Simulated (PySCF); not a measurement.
Br²⁺ (bromine, charge +2) across methods

[Ar] 3d10 4s2 4p2 4d1, one real determinant (an excited configuration). Computed with PySCF 2.14 in aug-cc-pVTZ-PP with one added diffuse shell each of s, d, f type with ECP10MDF (7s5p5d3f, 68 functions), with scalar relativity through the core potential. The B2PLYP total includes its PT2 part (frozen core); its orbital energies are those of the SCF part.

```json
{"method": "r2SCANh", "E (hartree)": "-414.8136", "mean ε 4s β (eV)": "-43.729", "mean ε 4p α (eV)": "-32.911", "mean ε 4d α (eV)": "-14.771", "Σ⟨r²⟩ (bohr²)": "29.90", "⟨S²⟩": "3.751"}
{"method": "M06", "E (hartree)": "-415.0663", "mean ε 4s β (eV)": "-44.857", "mean ε 4p α (eV)": "-32.932", "mean ε 4d α (eV)": "-14.863", "Σ⟨r²⟩ (bohr²)": "29.26", "⟨S²⟩": "3.750"}
{"method": "LDA", "E (hartree)": "-414.3536", "mean ε 4s β (eV)": "-43.313", "mean ε 4p α (eV)": "-31.606", "mean ε 4d α (eV)": "-14.285", "Σ⟨r²⟩ (bohr²)": "29.54", "⟨S²⟩": "3.750"}
{"method": "CAM-B3LYP", "E (hartree)": "-414.9309", "mean ε 4s β (eV)": "-45.955", "mean ε 4p α (eV)": "-34.499", "mean ε 4d α (eV)": "-15.984", "Σ⟨r²⟩ (bohr²)": "29.34", "⟨S²⟩": "3.751"}
{"method": "B2PLYP", "E (hartree)": "-414.5629", "mean ε 4s β (eV)": "-45.691", "mean ε 4p α (eV)": "-34.974", "mean ε 4d α (eV)": "-15.555", "Σ⟨r²⟩ (bohr²)": "30.56", "⟨S²⟩": "3.751"}
{"method": "PBE", "E (hartree)": "-414.9659", "mean ε 4s β (eV)": "-42.725", "mean ε 4p α (eV)": "-31.519", "mean ε 4d α (eV)": "-14.440", "Σ⟨r²⟩ (bohr²)": "29.42", "⟨S²⟩": "3.751"}
{"method": "r2SCAN", "E (hartree)": "-414.8152", "mean ε 4s β (eV)": "-43.199", "mean ε 4p α (eV)": "-32.289", "mean ε 4d α (eV)": "-14.520", "Σ⟨r²⟩ (bohr²)": "29.84", "⟨S²⟩": "3.751"}
```

(1) Estimate the same row for PBE0.

⟨L²⟩ = 7.07 against 12 for a pure F term, so this real determinant mixes terms. Energies and moments cover only the electrons outside the core potential. The outer electron is Rydberg-like, and this basis confines it to a smaller radius and binds it less than a complete one would.

## Answers

(1) E (hartree) = -414.9254; mean ε 4s β (eV) = -44.144; mean ε 4p α (eV) = -33.290; mean ε 4d α (eV) = -15.135; Σ⟨r²⟩ (bohr²) = 29.63; ⟨S²⟩ = 3.751.
